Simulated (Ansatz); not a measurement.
`O=C[CH](Cl)[GeH3]` + H₂ → `O=CCCl` + GeH₄ at 500 K and 1 bar (hydrogenolysis of a C–Ge bond).

Program: Ansatz. Geometries: PBE0-D4/def2-TZVP. ΔE: electronic, gas phase. CBS: MP2 limit from def2 TZ/QZ plus the TZ coupled-cluster correction, frozen cores. This one scheme is used for every species. For Ge outer-core shells are correlated without core-valence functions, which leaves a few kJ/mol of doubt a bond. Scalar relativity is left out up to krypton. Each species was taken in one conformer, which may not be the lowest.

| species | CCSD(T)/CBS energy (Eh) | H − E (kJ/mol) | S (J/(mol·K)) |
| --- | --- | --- | --- |
| `O=C[CH](Cl)[GeH3]` | -2690.14548 | 205.6 | 420.4 |
| H₂ | -1.17544 | 41.0 | 145.5 |
| `O=CCCl` | -612.83844 | 154.4 | 339.3 |
| GeH₄ | -2078.49493 | 99.4 | 244.6 |

H − E and S are ideal-gas, rigid-rotor, harmonic terms from PBE0-D4/def2-TZVP, for one conformer and one mirror image of each species. For small species the MP2-based limit differs from directly extrapolated CCSD(T) by up to some mEh (0.8 for H₂); such offsets cancel only in part. 1 Eh = 2625.50 kJ/mol, R = 8.31446 J/(mol·K).

**Question.** By hand: ΔE, ΔH, ΔS and ΔG.

**Answer.** ΔE = (-612.83844) + (-2078.49493) − (-2690.14548) − (-1.17544) = -0.01245 Eh = -32.7 kJ/mol. Δ(H − E) = 154.4 + 99.4 − 205.6 − 41.0 = 7.2, so ΔH = -25.5 kJ/mol. ΔS = 339.3 + 244.6 − 420.4 − 145.5 = 18.0 J/(mol·K). ΔG = -25.5 − 500 × (18.0)/1000 = -34.5 kJ/mol.

**Question.** By hand: the equilibrium constant, and the temperature at which ΔG would vanish if ΔH and ΔS stayed fixed.

**Answer.** log₁₀ K = −ΔG/(RT ln 10) = 3.6. ΔH and −TΔS have one sign here, so there is no such temperature.

TΔS isn't small against ΔH here. A doubt of 5 kJ/mol in ΔE shifts log₁₀ K by 0.5 here. Other conformers and mirror images would add mixing entropy, several J/(mol·K) or more a flexible species. Modes under 60 cm⁻¹, often nearly free rotors, make the harmonic entropy too high. These are equilibria of isolated gas molecules and say nothing of rates. Largest T1 diagnostic: 0.013 (customary marks: 0.02 for closed shells, 0.045 for open ones).
